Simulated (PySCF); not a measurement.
BrGe, SMILES [Ge][Br] (connectivity only; charge and spin as stated), charge +1, multiplicity 1. Atoms are numbered in the order given.

```xyz
2

Ge     0.0000     0.0000    -1.1614
Br     0.0000     0.0000     1.0618
```
Charge +1, spin multiplicity 1.

Coordinates come from a B3LYP-D3(BJ)/def2-TZVP optimisation. The multiplicity is an assumed one; other spin states were not compared.

Method: M06-2X/def2-TZVPD (PySCF).

ESP charges are fitted to the potential on shells at 1.4 to 2.0 van der Waals radii. Atomic charges (e):

| atom | IAO | ESP fit |
|---|---|---|
| Ge1 | … | 0.82 |
| Br2 | … | 0.18 |

Question: Complete the blanks. (Estimate from the structure and the level; the computed values follow.)

Answer: 
- Ge1, IAO: 0.96
- Br2, IAO: 0.04
